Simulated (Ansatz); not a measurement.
`[SiH3]C(Cl)I` + HCl → `[SiH3]C(Cl)Cl` + HI at 600 K and 1 bar (substitution at a C–I bond).

Isolated molecules relaxed with PBE0-D4/def2-TZVP in Ansatz; ΔE leaves out vibrations. CCSD(T)/CBS is the MP2 limit (def2-TZVPP, def2-QZVPP) plus CCSD(T) − MP2 in def2-TZVPP, frozen cores. This one scheme is used for every species. Elements past krypton have def2 core potentials. For I outer-core shells are correlated without core-valence functions, which leaves a few kJ/mol of doubt a bond.

| species | CCSD(T)/CBS energy (Eh) | H − E (kJ/mol) | S (J/(mol·K)) |
| --- | --- | --- | --- |
| `[SiH3]C(Cl)I` | -1086.74423 | 165.9 | 424.4 |
| HCl | -460.38127 | 35.4 | 207.2 |
| `[SiH3]C(Cl)Cl` | -1249.07910 | 167.0 | 403.9 |
| HI | -298.03592 | 31.6 | 227.0 |

H − E and S are ideal-gas, rigid-rotor, harmonic terms from PBE0-D4/def2-TZVP, for one conformer and one mirror image of each species. 1 Eh = 2625.50 kJ/mol, R = 8.31446 J/(mol·K).

Problem. By hand: ΔE, ΔH, ΔS and ΔG.

Solution. ΔE = (-1249.07910) + (-298.03592) − (-1086.74423) − (-460.38127) = 0.01048 Eh = 27.5 kJ/mol. Δ(H − E) = 167.0 + 31.6 − 165.9 − 35.4 = -2.7, so ΔH = 24.8 kJ/mol. ΔS = 403.9 + 227.0 − 424.4 − 207.2 = -0.7 J/(mol·K). ΔG = 24.8 − 600 × (-0.7)/1000 = 25.2 kJ/mol.

Problem. By hand: the equilibrium constant, and the temperature at which ΔG would vanish if ΔH and ΔS stayed fixed.

Solution. log₁₀ K = −ΔG/(RT ln 10) = -2.2. ΔH and −TΔS have one sign here, so there is no such temperature.

The number of gas molecules stays the same, so ΔS is small and ΔH decides. A doubt of 5 kJ/mol in ΔE shifts log₁₀ K by 0.4 here. Other conformers and mirror images would add mixing entropy, several J/(mol·K) or more a flexible species. These are equilibria of isolated gas molecules and say nothing of rates. Largest T1 diagnostic: 0.010 (customary marks: 0.02 for closed shells, 0.045 for open ones).

ΔS is within the doubt of such terms, so its sign, and with it that verdict, could turn.
